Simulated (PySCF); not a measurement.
Solvent effects on NMR parameters

Atoms are numbered as in `[CH3:1][CH2:2][S:3][CH2:4][CH2:5][c:6]1[cH:7][cH:8][cH:9][s:10]1`; H(Xn) means a hydrogen on atom n.

GIAO PBE0/pcSseg-1 in PySCF 2.14 on one PBE0-D3(BJ)/def2-SVP conformer, non-relativistic, equivalent nuclei averaged. Solvents enter as an IEF-PCM continuum (tetrahydrofuran with ε = 7.4, dichloromethane with ε = 8.9) around the gas-phase geometry. Shifts are referred to TMS, CS2 computed in the same medium.

In tetrahydrofuran, δ in ppm: C6 154.2, C9 133.9, C8 133.2, C7 131.7, C4 35.5, C5 32.5, C2 26.9, C1 15.1, S10 217.2, S3 -7.9, H(C9) 7.28, H(C8) 7.15, H(C7) 7.12, H(C5) 2.86. Dipole moment 1.55 D.

Question: How does each δ change in the more polar medium?

Answer: 
```
atoms                                          environment  Δδ, dichloromethane
   C6  substituted aromatic carbon next to the ring sulfur                 +0.1
   C9                  aromatic CH next to the ring sulfur                 +0.1
   C8                                          aromatic CH                 +0.1
   C7                                          aromatic CH                 +0.1
   C4                                  sp3 CH2 bonded to S                  0.0
   C5                          sp3 CH2 on an aromatic ring                  0.0
   C2                                  sp3 CH2 bonded to S                  0.0
   C1                                        methyl carbon                  0.0
  S10                                 aromatic ring sulfur                  0.0
   S3                                       sulfide sulfur                 -0.5
H(C9)   hydrogen on an aromatic CH next to the ring sulfur                +0.01
H(C8)                           hydrogen on an aromatic CH                +0.01
H(C7)                           hydrogen on an aromatic CH                +0.01
H(C5)           hydrogen on an sp3 CH2 on an aromatic ring                 0.00
```

Changes are relative to tetrahydrofuran. The dipole moment becomes 1.57 D in dichloromethane.

Question: Which of the listed nuclei move most (in ppm), and what does the model miss?

Answer: S3 (sulfide sulfur, -0.5 ppm) in dichloromethane. A continuum only polarises the solute; specific hydrogen bonds, the anisotropy of aromatic solvents and changes of geometry or conformer are outside it.
